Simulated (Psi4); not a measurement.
H₃BeFSi, singlet, geometry from GFN2-xTB (such geometries of metal compounds can be far from the true shape); Psi4 1.11 with B3LYP/pcseg-1.

Input for Psi4:
```
memory 2 GB

molecule {
0 1
Be   -0.20220598    0.63604609   -0.58061368
F    -0.55363193    1.63529821   -1.46108771
Si    0.31409130   -0.93152437    0.83348710
H     0.42470512   -2.29940347    0.30474955
H    -0.62253989   -1.12776783    1.95064117
H     1.59206787   -0.79335583    1.54803406
}

set {
  basis pcseg-1
}

energy('b3lyp')
print_variables()
```

Output, abridged:

```
   => Loading Basis Set <=

    Name: PCSEG-1
    Role: ORBITAL
    Keyword: BASIS

         ---------------------------------------------------------
                                   SCF
               by Justin Turney, Rob Parrish, Andy Simmonett
                          and Daniel G. A. Smith
                              RKS Reference
         ---------------------------------------------------------

  ==> Geometry <==

    Molecular point group: c1
    Full point group: C1

    Geometry (in Angstrom), charge = 0, multiplicity = 1:

       Center              X                  Y                   Z               Mass
    ------------   -----------------  -----------------  -----------------  -----------------
         BE          -0.165806188161     0.526143223339    -0.481660310619     9.012183065000
         F           -0.517232138161     1.525395343339    -1.362134340619    18.998403162730
         SI           0.350491091839    -1.041427236661     0.932440469381    27.976926534650
         H            0.461104911839    -2.409306336661     0.403702919381     1.007825032230
         H           -0.586140098161    -1.237670696661     2.049594539381     1.007825032230
         H            1.628467661839    -0.903258696661     1.646987429381     1.007825032230

  Running in c1 symmetry.

  Rotational constants: A =      3.22920  B =      0.10314  C =      0.10314 [cm^-1]
  Rotational constants: A =  96808.96884  B =   3092.03445  C =   3091.97402 [MHz]
  Nuclear repulsion =   67.324771149336641

  Charge       = 0
  Multiplicity = 1
  Electrons    = 30
  Nalpha       = 15
  Nbeta        = 15

  ==> Algorithm <==

  SCF Algorithm Type is DF.
  DIIS enabled.
  MOM disabled.
  Fractional occupation disabled.
  Guess Type is SAD.
  Energy threshold   = 1.00e-06
  Density threshold  = 1.00e-06
  Integral threshold = 1.00e-12

  ==> Primary Basis <==

  Basis Set: PCSEG-1
    Blend: PCSEG-1
    Number of shells: 28
    Number of basis functions: 56
    Number of Cartesian functions: 58
    Spherical Harmonics?: true
    Max angular momentum: 2

  ==> DFT Potential <==

   => LibXC <=

    Version 7.1.2
    S. Lehtola, C. Steigemann, M. J. T. Oliveira, and M. A. L. Marques,  SoftwareX 7, 1–5 (2018) (10.1016/j.softx.2017.11.002)

   => Composite Functional: B3LYP <=

    B3LYP Hyb-GGA Exchange-Correlation Functional

    P. J. Stephens, F. J. Devlin, C. F. Chabalowski, and M. J. Frisch,  J. Phys. Chem. 98, 11623 (1994) (10.1021/j100096a001)

[...]
   @DF-RKS iter   3:  -405.93856626296702   -3.19481e-01   1.56043e-03 DIIS/ADIIS
   @DF-RKS iter   4:  -405.94433586849050   -5.76961e-03   2.70844e-04 DIIS/ADIIS
   @DF-RKS iter   5:  -405.94447953756878   -1.43669e-04   4.81709e-05 DIIS
   @DF-RKS iter   6:  -405.94448219382269   -2.65625e-06   9.86757e-06 DIIS
   @DF-RKS iter   7:  -405.94448232362589   -1.29803e-07   1.77178e-06 DIIS
   @DF-RKS iter   8:  -405.94448233070091   -7.07502e-09   1.57330e-07 DIIS
  Energy and wave function converged.

  ==> Post-Iterations <==

   Electrons on quadrature grid:
      Ntotal   =   30.0000100387 ; deviation = 1.004e-05

    Orbital Energies [Eh]
    ---------------------

    Doubly Occupied:

[...]
    Virtual:

[...]
    Final Occupation by Irrep:
              A
    DOCC [    15 ]
    NA   [    15 ]
    NB   [    15 ]

  @DF-RKS Final Energy:  -405.94448233070091

   => Energetics <=

    Nuclear Repulsion Energy =             67.3247711493366410
    One-Electron Energy =                -696.0199017651941631
    Two-Electron Energy =                 251.3360842789651883
    DFT Exchange-Correlation Energy =     -28.5854359938085381
    Empirical Dispersion Energy =           0.0000000000000000
    VV10 Nonlocal Energy =                  0.0000000000000000
    Total Energy =                       -405.9444823307009074

Computation Completed

Properties will be evaluated at   0.000000,   0.000000,   0.000000 [a0]

Properties computed using the SCF density matrix

 Multipole Moments:

 ------------------------------------------------------------------------------------
     Multipole            Electronic (a.u.)      Nuclear  (a.u.)        Total (a.u.)
 ------------------------------------------------------------------------------------

 L = 1.  Multiply by 2.5417464519 to convert [e a0] to [Debye]
 Dipole X            :         -2.0313221            2.0635691            0.0322471
 Dipole Y            :          6.1938238           -6.2305897           -0.0367658
 Dipole Z            :         -5.5955849            5.6098432            0.0142583
 Magnitude           :                                                    0.0509402

 ------------------------------------------------------------------------------------

  Variable Map:
  ----------------------------------------------------------------------------
[...]
  Array Variable Map:
  ----------------------------------------------------------------------------
[...]
[...]
```
